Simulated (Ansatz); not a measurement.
**A basis-limit estimate, worked out**

An elementary step of AlNH$_{4}$Cl$_{2}$, closed shell (AlNH₂Cl₂ ([NH2][Al]([Cl])[Cl]) + H₂ → AlHCl₂ ([Cl][AlH][Cl]) + NH₃ (still joined by a long Al–N bond); Al–N, H–H broken or loosened, Al–H, N–H formed or tightened). “Start” and “end” are the PBE0-D4/def2-TZVP structures reached by relaxing down either side of its saddle point, with the molecules still in contact.

Computed with Ansatz 0.2.0 (basis: def2-TZVPP and def2-QZVPP); correlated methods freeze the cores.

Energies in eV:

| quantity | end | start |
| --- | --- | --- |
| Hartree–Fock, triple zeta (X = 3) | -33142.18556 | -33141.35761 |
| Hartree–Fock, quadruple zeta (X = 4) | -33143.15371 | -33142.33913 |
| MP2 correlation, X = 3 | -18.74422 | -18.91161 |
| MP2 correlation, X = 4 | -20.47054 | -20.63775 |
| CCSD(T) correlation, X = 3 | -20.88879 | -21.00523 |

Question: Work out the step energy at the basis limit: extrapolate Hartree–Fock as E(X) = E∞ + A exp(−7.88 √X) and the MP2 correlation as E(X) = E∞ + B X^−2.97 (the exponents that Neese and Valeev fitted for def2-TZVPP and QZVPP), then add CCSD(T) − MP2 in triple zeta.

Answer: Each step is linear, so take the differences first (end − start): Hartree–Fock -0.82795 (X = 3) and -0.81458 (X = 4); MP2 correlation 0.16739 and 0.16721; CCSD(T) correlation 0.11644.
Two points give E∞ = E(4) + w [E(4) − E(3)], with w = 1/(exp(7.88 (2 − √3)) − 1) = 0.1377 for Hartree–Fock and w = 1/((4/3)^2.97 − 1) = 0.7407 for the correlation.
Hartree–Fock: -0.81458 + 0.1377 × 0.01337 = -0.8127 eV.
MP2 correlation: 0.16721 + 0.7407 × (-0.00018) = 0.1671 eV.
CCSD(T) − MP2: 0.11644 − 0.16739 = -0.0510 eV.
Sum: -0.8127 + 0.1671 + (-0.0510) = -0.6966 eV, or -16.06 kcal/mol. Plain CCSD(T) in triple zeta gives -0.7115 eV, so the larger basis shifts the result by 0.0149 eV.

No T1 diagnostic of these runs exceeds 0.010.

Labels in which every atom is bracketed show which atoms are joined, not bond orders.

For scale, one of the runs: CCSD(T)/def2-TZVPP, 213 basis functions, launched by `ansatz run in.yaml --threads 4 --pin off --events-out ev --progress --plain --max-ram 9574MiB`. Hardware: 4 CPU threads of an Arm Neoverse V2, shared host. Wall time 45 s; peak host memory 2.8 GiB.
